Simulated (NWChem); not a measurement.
# CuH$_{3}$O; SMILES [OH2]->[CuH]

Results from NWChem. Medium grid unless said otherwise, to which SCAN and Minnesota functionals are sensitive. Coordinates come from a PBE0/def2-SVP optimisation. Hybrids' shares of exact exchange are those that their runs print; pure functionals count as 0. The functionals differ in more than this share.

```csv
row,share of exact exchange,orbital gap (eV)
PBE/def2-SVP,0.00,3.03
RPBE/def2-SVP,0.00,2.94
B3LYP/def2-SVP,0.20,4.63
MN15/def2-SVP,0.44,withheld
BHandHLYP/def2-SVP,0.50,6.87
M06-2X/def2-SVP,0.54,6.96
M05-2X/def2-SVP,0.56,7.54
```

Task: Fit a straight line of the last column on the one before it, predict the withheld value, and compare with the run.

Result: 
1. Means of the 6 shown rows: x = 0.300, y = 5.328. Slope Σ(x − x̄)(y − ȳ)/Σ(x − x̄)² = 2.751/0.3552 = 7.744; intercept 3.005.
2. The shown rows scatter about the line by 0.130 (root mean square); the largest residual is -0.23, at M06-2X/def2-SVP.
3. At x = 0.44 (MN15/def2-SVP; inside the shown range) the line gives 6.41.
4. The run gives 6.99, +0.58 from the line, 4.5 times the scatter.
